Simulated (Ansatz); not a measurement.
Program: Ansatz. Geometries: PBE0-D4/def2-TZVP. ΔE: electronic, gas phase. CCSD(T)/CBS is the MP2 limit (def2-TZVPP, def2-QZVPP) plus CCSD(T) − MP2 in def2-TZVPP, frozen cores. This one scheme is used for every species. DFT in def2-TZVPP. HSE06 is defined as in plane-wave codes. For Br outer-core shells are correlated without core-valence functions, which leaves a few kJ/mol of doubt a bond. Scalar relativity is left out up to krypton. Each species was taken in one conformer, which may not be the lowest.

Reaction (ligand exchange at the Si–Br bond): `[SiH3]O[Si]Br` + H–F → `F[Si]O[SiH3]` + HBr

```
          level  ΔE (kJ/mol)  difference from CCSD(T)/CBS
      revPBE-D4        -30.1                          9.7
      r2SCAN-D4        -42.5                         -2.7
         B97M-V        -52.4                        -12.6
        PBE0-D4        -33.7                          6.1
     r2SCANh-D4        -41.5                         -1.7
       HSE06-D4        -33.0                          6.8
   CAM-B3LYP-D4        -55.6                        -15.8
        ωB97X-V        -50.2                        -10.4
       PBE-QIDH        -38.8                          1.0
         r2SCAN        -43.5                         -3.7
        r2SCANh        -42.7                         -2.9
          HSE06        -37.5                          2.3
  HF/def2-TZVPP        -57.8                        -18.0
CCSD/def2-TZVPP        -49.5                         -9.7
   HF/CBS(def2)        -61.2                        -21.4
  MP2/CBS(def2)        -33.7                          6.1
    CCSD(T)/CBS        -39.8                            0
```

Largest T1 diagnostic among the species: 0.014.

In def2-TZVPP, CCSD(T) changes the Hartree–Fock value by +11.7 kJ/mol (the triples alone add +3.5 kJ/mol) and MP2 by +17.9 kJ/mol. The D4 term adds +8.7 kJ/mol with B3LYP and +4.6 kJ/mol with PBE0; it sums over pairs of atoms, weighted by their polarisabilities, and B3LYP, whose exchange is more repulsive, gets the larger term. Leaving LDA and LC-ωPBE aside and taking each functional with its dispersion term where it has one, the values spread over 25.4 kJ/mol, from CAM-B3LYP-D4 to revPBE-D4.

B3LYP here is the variant with VWN-RPA as its local correlation; programs differ in this.
